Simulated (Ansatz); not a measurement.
Saddle point of SiH5SBrO, closed shell (SiH₃BrO ([OH][SiH2][Br]) + H₂S → SiH₄SO ([OH][SiH2][SH]) + HBr; bonds formed: Si1–S7, Br2–H6; bonds broken: Si1–Br2, H6–S7), PBE0-D4/def2-TZVP structure:

```tsv
atom	x (Å)	y (Å)	z (Å)
Si1	-0.7057	-0.0209	-0.3095
Br2	1.8625	0.5591	-1.1759
H3	-0.4738	-1.2055	-1.1549
H4	-1.9405	-0.2970	0.4797
O5	-1.0258	1.4890	-0.8138
H6	1.6961	-0.4914	0.8177
S7	0.5881	-0.3092	1.6151
H8	-0.2708	1.8794	-1.2751
H9	0.2698	-1.6037	1.8168
```

Energies are electronic, without zero-point energy. Barriers and step energies count from the start structure reached by relaxing down the imaginary mode; all methods use the PBE0-D4 structures, on which another method's saddle can fall below an end. Ansatz 0.2.0; basis: def2-TZVPP, with def2-QZVPP for the basis limit; cores frozen in the correlated methods. Filled d shells of the heavier atoms are correlated. The def2 sets are not built for correlating such inner shells, so the correlated values are less sure here. B3LYP uses VWN-RPA correlation. Extrapolation: Hartree–Fock as exp(−7.88 √X), correlation as X^−2.97.

```json
{"method": "SPW92", "barrier (kcal/mol)": "17.20", "step energy (kcal/mol)": "1.23"}
{"method": "PBE-D4", "barrier (kcal/mol)": "22.77", "step energy (kcal/mol)": "3.89"}
{"method": "BLYP-D4", "barrier (kcal/mol)": "25.89", "step energy (kcal/mol)": "4.76"}
{"method": "r2SCAN-D4", "barrier (kcal/mol)": "25.91", "step energy (kcal/mol)": "5.56"}
{"method": "B97M-V", "barrier (kcal/mol)": "29.57", "step energy (kcal/mol)": "6.33"}
{"method": "PBE0-D4", "barrier (kcal/mol)": "26.00", "step energy (kcal/mol)": "5.52"}
{"method": "B3LYP-D4", "barrier (kcal/mol)": "?", "step energy (kcal/mol)": "6.11"}
{"method": "r2SCAN0-D4", "barrier (kcal/mol)": "27.88", "step energy (kcal/mol)": "6.65"}
{"method": "BHLYP-D4", "barrier (kcal/mol)": "31.62", "step energy (kcal/mol)": "8.09"}
{"method": "CAM-B3LYP-D4", "barrier (kcal/mol)": "30.33", "step energy (kcal/mol)": "6.82"}
{"method": "wB97X-V", "barrier (kcal/mol)": "30.34", "step energy (kcal/mol)": "7.63"}
{"method": "wB97M-V", "barrier (kcal/mol)": "29.34", "step energy (kcal/mol)": "7.82"}
{"method": "B2PLYP", "barrier (kcal/mol)": "30.46", "step energy (kcal/mol)": "7.06"}
{"method": "PBE-QIDH", "barrier (kcal/mol)": "?", "step energy (kcal/mol)": "6.87"}
{"method": "RPA on PBE", "barrier (kcal/mol)": "32.63", "step energy (kcal/mol)": "7.92"}
{"method": "HF", "barrier (kcal/mol)": "40.96", "step energy (kcal/mol)": "12.76"}
{"method": "MP2", "barrier (kcal/mol)": "?", "step energy (kcal/mol)": "6.97"}
{"method": "CCSD", "barrier (kcal/mol)": "33.56", "step energy (kcal/mol)": "8.28"}
{"method": "CCSD(T)", "barrier (kcal/mol)": "31.49", "step energy (kcal/mol)": "7.26"}
```

Fill in the withheld barriers. (To be estimated.)

The calculation gives: PBE-QIDH 28.80; B3LYP-D4 28.41; MP2 30.41 kcal/mol. Each is the energy of the saddle less that of the start structure, by the same method.

For comparison, the barrier by CCSD(T) at an estimated basis limit (MP2 extrapolated from triple and quadruple zeta, plus CCSD(T) − MP2 in triple zeta) is 30.10 kcal/mol.

The T1 diagnostic stays at or below 0.012.

Labels in which every atom is bracketed show which atoms are joined, not bond orders.

For scale, one of the runs: CCSD(T)/def2-TZVPP, 233 basis functions, launched by `ansatz run in.yaml --threads 8 --pin off --events-out ev --progress --plain --max-ram 19148MiB`. Time: 23 s of wall clock on 8 CPU threads of an AMD EPYC 9R45; the host was shared. Peak host memory: 4 GiB.
